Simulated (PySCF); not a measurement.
I2Zr, SMILES [Zr]([I])[I], multiplicity 1. Heavy atoms are numbered as in [Zr:1]([I:2])[I:3].

Geometry: B3LYP-D3(BJ)/def2-SVP. A frequency run showed that this geometry is not a minimum. The multiplicity is an assumed one; other spin states were not compared. The def2 effective core potentials stand for the cores of I, Zr; spin–orbit coupling is left out.

Calculation: M06-2X/def2-TZVPD in PySCF.

Mulliken values depend strongly on the basis, most of all with diffuse functions as here. ESP charges are fitted to the potential on shells at 1.4 to 2.0 van der Waals radii. Atomic charges (e), one atom of each kind:

```
atom  Mulliken  ESP fit
----  --------  -------
Zr1       0.56      [?]
I2       -0.28      [?]
```

Problem. Complete the blanks. (The exact figures need the calculation; the answer reports its results.)

Solution. 
- Zr1, ESP fit: 0.53
- I2, ESP fit: -0.27
